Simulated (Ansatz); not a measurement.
`[SH][GaH][Cl]` + H₂ → `[SH][GaH2]` + HCl at 500 K and 1 bar (hydrogenolysis of a Ga–Cl bond).

Gas-phase electronic energies from Ansatz, PBE0-D4/def2-TZVP geometries. CCSD(T)/CBS adds triple-zeta CCSD(T) − MP2 to the extrapolated MP2 energy (def2 sets, frozen cores). This one scheme is used for every species. For Ga outer-core shells are correlated without core-valence functions, which leaves a few kJ/mol of doubt a bond. Scalar relativity is left out up to krypton. One conformer a species, not always the lowest.

| species | CCSD(T)/CBS energy (Eh) | H − E (kJ/mol) | S (J/(mol·K)) |
| --- | --- | --- | --- |
| `[SH][GaH][Cl]` | -2782.78263 | 78.4 | 355.6 |
| H₂ | -1.17544 | 41.0 | 145.5 |
| `[SH][GaH2]` | -2323.53734 | 87.2 | 313.7 |
| HCl | -460.38127 | 32.5 | 201.9 |

H − E and S are ideal-gas, rigid-rotor, harmonic terms from PBE0-D4/def2-TZVP, for one conformer and one mirror image of each species. The MP2-based limit puts H₂ 0.8 mEh under its directly extrapolated value; such offsets cancel only in part. 1 Eh = 2625.50 kJ/mol, R = 8.31446 J/(mol·K).

By hand: ΔE, ΔH, ΔS and ΔG.

ΔE = (-2323.53734) + (-460.38127) − (-2782.78263) − (-1.17544) = 0.03946 Eh = 103.6 kJ/mol. Δ(H − E) = 87.2 + 32.5 − 78.4 − 41.0 = 0.3, so ΔH = 103.9 kJ/mol. ΔS = 313.7 + 201.9 − 355.6 − 145.5 = 14.5 J/(mol·K). ΔG = 103.9 − 500 × (14.5)/1000 = 96.7 kJ/mol.

By hand: the equilibrium constant, and the temperature at which ΔG would vanish if ΔH and ΔS stayed fixed.

log₁₀ K = −ΔG/(RT ln 10) = -10.1. ΔG = 0 at ΔH/ΔS = 7166 K, far beyond where these terms or the molecules hold.

The number of gas molecules stays the same, so ΔS is small and ΔH decides. A doubt of 5 kJ/mol in ΔE shifts log₁₀ K by 0.5 here. Other conformers and mirror images would add mixing entropy, several J/(mol·K) or more a flexible species. These are equilibria of isolated gas molecules and say nothing of rates. Largest T1 diagnostic: 0.013 (customary marks: 0.02 for closed shells, 0.045 for open ones).
